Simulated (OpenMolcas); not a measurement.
Values are calculated unless marked as measured or tabulated.
**Rh2+: input and output**

Rh2+ among 3 point charges of -0.65 e arranged as a planar triangle (D3h), 1.78 Å from the ion.

Input:

```
&GATEWAY
Coord
1

Rh 0.0 0.0 0.0
Basis=ANO-RCC-VDZP
Group=NoSym
NoMove
AngMom=0.0 0.0 0.0
AMFI
XField
3 Angstrom 0
1.780000 0.000000 0.000000 -0.650000
-0.890000 1.541525 0.000000 -0.650000
-0.890000 -1.541525 0.000000 -0.650000
&SEWARD
&RASSCF
FileOrb=start.orb
Symmetry=1
Spin=4
nActEl=7 0 0
Inactive=18
Ras2=5
CIRoot=10 10 1
SDav=10
CIMx=300
Iter=120 100
PrWF=0.3
OrbListing=Nothing
MaxOrb=0
>>> COPY $Project.JobIph JOB001
&RASSCF
FileOrb=start.orb
Symmetry=1
Spin=2
nActEl=7 0 0
Inactive=18
Ras2=5
CIRoot=40 40 1
SDav=40
CIMx=300
Iter=120 100
PrWF=0.3
OrbListing=Nothing
MaxOrb=0
>>> COPY $Project.JobIph JOB002
&RASSI
NrOfJobIphs=2 10 40
1 2 3 4 5 6 7 8 9 10
1 2 3 4 5 6 7 8 9 10 11 12 13 14 15 16 17 18 19 20 21 22 23 24 25 26 27
28 29 30 31 32 33 34 35 36 37 38 39 40
IphNames
JOB001
JOB002
EJob
SpinOrbit
DIPRint=1.0
SOCoupling=1000.0
Subsets=2
Property=9
'ANGMOM' 1 'ANGMOM' 2 'ANGMOM' 3 'MLTPL  1' 1 'MLTPL  1' 2 'MLTPL  1' 3
'AMFI' 1 'AMFI' 2 'AMFI' 3
SOProperty=3
'ANGMOM' 1 'ANGMOM' 2 'ANGMOM' 3
```

Launched by
```bash
OMP_NUM_THREADS=1 MOLCAS_MEM=1689 MOLCAS_PROJECT=a pymolcas a.inp > a.log  # once for each step of the input, in one work folder
```

A driver script runs the steps one by one and writes start.orb anew before each from the orbitals found so far.

Output, cut to the results:

```
--- SEWARD ---
Basis set label: RH.ANO-RCC...6S5P3D1F.

      Electronic valence basis set:
      ------------------
      Associated Effective Charge  45.000000 au
      Associated Actual Charge     45.000000 au
      Nuclear Model: Point charge

      Shell  nPrim  nBasis  Cartesian Spherical Contaminant
         s      21       6        X
         p      18       5        X
         d      13       3                 X
         f       6       1                 X
                  Relativistic Douglas-Kroll-Hess integrals:
                    - DKH order of Hamiltonian: 2
                    - DKH order of Properties : 0
                  Atomic mean-field integrals
--- RASSCF ---
Wave function specifications:
      -----------------------------

      Number of closed shell electrons          36
      Number of electrons in active shells       7
      Max number of holes in RAS1 space          0
      Max nr of electrons in RAS3 space          0
      Number of inactive orbitals               18
      Number of active orbitals                  5
      Number of secondary orbitals              20
      Spin quantum number                      1.5
      State symmetry                             1
Orbital specifications:
      -----------------------

      Symmetry species                           1
                                                 a
      Frozen orbitals                            0
      Inactive orbitals                         18
      Active orbitals                            5
      RAS1 orbitals                              0
      RAS2 orbitals                              5
      RAS3 orbitals                              0
      Secondary orbitals                        20
      Deleted orbitals                           0
      Number of basis functions                 43
      Number of CSFs                            10
      Number of root(s) required                10
      Iter CI   SX   CI       RASSCF       Energy    max ROT     max BLB   max BLB  Level Ln srch  Step   QN
          iter iter root      energy       change     param      element    value   shift minimum  type update
 Nr of preliminary CI iterations:   1
      Total energies have been shifted. Add                -4000.00 au
        1   1    7    0  -780.66992880    0.00E+00  -1.12E-01*  19  32 1  2.41E-01*  0.00   0.00    SX    NO
        2   1    8    0  -780.74470713   -7.48E-02*  4.61E-02   18  31 1  1.46E-01*  0.14   0.00    SX    NO
        3   1    7    0  -780.76178193   -1.71E-02*  2.48E-02   17  30 1 -6.20E-02*  0.05   0.00    SX    NO
        4   1    7    0  -780.76552852   -3.75E-03*  1.45E-02   18  31 1  3.61E-02*  0.10   0.00    SX    NO
        5   1    7    0  -780.76678187   -1.25E-03*  4.99E-03   17  30 1 -2.03E-02*  0.07   0.65    QN   YES
        6   1    6    0  -780.76732289   -5.41E-04* -1.97E-03   21  24 1 -1.40E-03*  0.08   1.03    QN   YES
        7   1    6    0  -780.76732921   -6.32E-06* -1.31E-03   21  24 1 -6.27E-04*  0.08   1.67    LS   YES
        8   1    6    0  -780.76733041   -1.20E-06*  2.31E-04   18  31 1  4.10E-04*  0.08   1.00    QN   YES
        9   1    5    0  -780.76733064   -2.24E-07*  3.13E-05   18  31 1  3.67E-05   0.08   1.11    QN   YES
       10   1    4    0  -780.76733064   -4.41E-09   1.11E-05   19  27 1  9.36E-06   0.08   1.18    QN   YES
      Convergence after 10 iterations
       11   1    4    0  -780.76733064   -2.76E-10   1.11E-05   18  31 1 -2.14E-06   0.08   1.18    QN   YES
      Natural orbitals and occupation numbers for root  1
      sym 1:   1.056304   1.943696   1.000000   1.943696   1.056304
      Natural orbitals and occupation numbers for root  2
      sym 1:   1.170735   1.829265   1.000000   1.170735   1.829265
      Natural orbitals and occupation numbers for root  3
      sym 1:   1.170735   1.170735   1.829265   1.829265   1.000000
::    RASSCF root number  1 Total energy:  -4780.80065648
::    RASSCF root number  2 Total energy:  -4780.79522458
::    RASSCF root number  3 Total energy:  -4780.79522458
::    RASSCF root number  4 Total energy:  -4780.78161377
::    RASSCF root number  5 Total energy:  -4780.78161376
::    RASSCF root number  6 Total energy:  -4780.77860940
::    RASSCF root number  7 Total energy:  -4780.77855781
::    RASSCF root number  8 Total energy:  -4780.73314917
::    RASSCF root number  9 Total energy:  -4780.73314917
::    RASSCF root number 10 Total energy:  -4780.69550770
--- RASSCF ---
...
--- RASSI ---
SPIN-FREE ENERGIES:
  (Shifted by EMIN (a.u.) =      -4780.8006564774)

 SF State       Relative EMIN(au)   Rel lowest level(eV)    D:o, cm**(-1)      L_eff

     1             0.0000000000        0.0000000000              0.0000         2.9
     2             0.0054318993        0.1478095091           1192.1641         2.9
     3             0.0054319001        0.1478095309           1192.1643         2.9
     4             0.0190427114        0.5181785750           4179.3921         3.0
     5             0.0190427159        0.5181786982           4179.3931         3.0
     6             0.0220470753        0.5999314805           4838.7737         3.0
     7             0.0220986682        0.6013353955           4850.0971         3.0
    11             0.0648076915        1.7635071242          14223.6442         4.2
    12             0.0648076915        1.7635071242          14223.6442         4.2
     8             0.0675073056        1.8369673675          14816.1410         1.2
     9             0.0675073068        1.8369673992          14816.1413         1.2
    13             0.0717902029        1.9535109403          15756.1283         4.1
    14             0.0719851873        1.9588167368          15798.9225         4.1
    15             0.0754594389        2.0533559390          16561.4325         5.0
    16             0.0754594389        2.0533559390          16561.4325         5.0
    17             0.0763058966        2.0763892247          16747.2085         3.9
    18             0.0763058991        2.0763892930          16747.2091         3.9
    19             0.0786261983        2.1395278508          17256.4559         3.6
    20             0.0803912677        2.1875578359          17643.8438         3.8
    21             0.0803912677        2.1875578359          17643.8438         3.8
    22             0.0838700699        2.2822208667          18407.3527         1.6
...
```

Spin-orbit levels above the lowest (labels of D3, the rotations of D3h):

```
E (cm-1)  Degeneracy  Label      2S+1                g
     0.0           2   E1/2         4   1.72 6.45 6.45
   393.3           2   E3/2         4   0.00 0.00 5.10
    1498           2   E1/2         4   0.00 0.00 7.72
    2829           2   E3/2         4   0.00 0.00 4.64
    2907           2   E1/2         4   1.48 4.68 4.68
    3633           2   E1/2         4   0.01 0.01 9.52
    4074           2   E3/2         4  0.00 0.00 11.93
    4085           2   E1/2         4   2.37 2.37 2.66
    4996           2   E1/2         4   0.00 0.00 5.81
    6090           2   E3/2         4   0.00 0.00 1.98
    6098           2   E1/2         4   0.01 0.01 8.40
    7110           2   E1/2         4   0.12 0.12 1.86
    7433           2   E1/2         4   0.02 0.02 4.42
    8426           2   E3/2         4   0.00 0.00 0.26
   14886           2   E3/2         2   0.00 0.00 9.62
   15142           2   E1/2         2   0.12 0.12 6.55
   15507           2   E1/2         4   0.01 0.01 7.93
   15521           2   E1/2  4 (76 %)   1.17 2.81 2.81
   15611           2   E3/2  4 (90 %)   0.00 0.00 3.99
   16373           2   E1/2         4   2.68 3.12 3.12
```

Spin-orbit coupling mixes the spin-free states strongly: the lowest level takes only 67 % from its leading state, 4A2. Without dynamic correlation the repulsion within the d shell is too large (B by tens of per cent), so at a given field states of lower spin stand too high. Point charges give a weaker field than real ligands, and real ions of this kind are as a rule low spin; the high spin found here belongs to the model. The ground term spreads over less than 5000 cm-1, several times less than with real ligands, so orbital moments are less quenched and χT lies further from the spin-only value than at real sites. This is an electrostatic model: the charges have no orbitals. No measured value stands beside these numbers.
